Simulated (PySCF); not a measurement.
All values below come from PySCF 2.14.0 with PBE-D3(BJ)/def2-TZVP // PBE0-D4/def2-TZVP. All species are isolated molecules in the gas phase. One relaxed conformer stands for a flexible species; it need not be the lowest. Excitations are Tamm–Dancoff values on a coarser integration grid. The basis has no diffuse functions, so Rydberg states are missing or too high.

Reference species (SMILES): `O[SiH3]` (neutral, multiplicity 1).

```
Quantity               Value
-------------------  -------
T1 excitation (TDA)  6.15 eV
HOMO–LUMO gap        6.38 eV
```

Changed species: `N[SiH2]O` (X = amino; the reference has X = H).

### Question
What does the change do to the T1 excitation (TDA) and HOMO–LUMO gap?

### Answer
the T1 excitation (TDA) falls by 0.08 eV, to 6.07 eV; the HOMO–LUMO gap decreases by 0.09 eV, to 6.29 eV.
